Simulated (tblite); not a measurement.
Species: C₅H₅FO.
SMILES with atom numbers: `[CH2:1]=[C:2]([CH3:3])[C:4]([F:5])=[C:6]=[O:7]` (hydrogens: H8, H9 on C1; H10, H11, H12 on C3)

The geometry is computed with GFN2-xTB (gas phase).

Question: Give the optimised bond lengths and angles.

Answer: 
| bond | length (Å) | order |
| --- | --- | --- |
| C1=C2 | 1.329 | double |
| C2–C3 | 1.499 | single |
| C2–C4 | 1.462 | single |
| C4–F5 | 1.365 | single |
| C4=C6 | 1.312 | double |
| C6=O7 | 1.163 | double |
| C1–H8 | 1.075 | single |
| C1–H9 | 1.076 | single |
| C3–H10, C3–H11, C3–H12 | 1.088 | single |

Bonds in one row agree within 0.01 Å and their mean is given. Orders are formal, as drawn. A selection of angles:
| angle | degrees |
| --- | --- |
| C2–C1–H8 | 121.0 |
| C2–C1–H9 | 122.0 |
| H8–C1–H9 | 117.1 |
| C1–C2–C3 | 123.8 |
| C1–C2–C4 | 120.8 |
| C3–C2–C4 | 115.4 |
| C2–C3–H10 | 110.6 |
| C2–C3–H11 | 110.2 |
| H10–C3–H11 | 108.8 |
| H10–C3–H12 | 107.9 |
| C2–C4–F5 | 117.9 |
| C2–C4–C6 | 122.9 |
| F5–C4–C6 | 119.2 |
| C4–C6–O7 | 175.6 |

Torsions: C1–C2–C4–F5 0° (synperiplanar).

Of the pairs four or more bonds apart, F5···H9 is among the closest relative to their van der Waals radii: 2.46 Å, 92 % of the sum of Bondi's values. The 4 C–C bonds span 1.312 Å (C4=C6, drawn double) to 1.499 Å (C2–C3, drawn single), a spread of 0.187 Å. The 7 heavy atoms lie in one plane (0.001 Å rms).

Point group: Cs (every atom within 0.08 Å of its image). Its GFN2-xTB frequencies are all real (lowest 66 cm⁻¹). The numbers are those of one conformer.
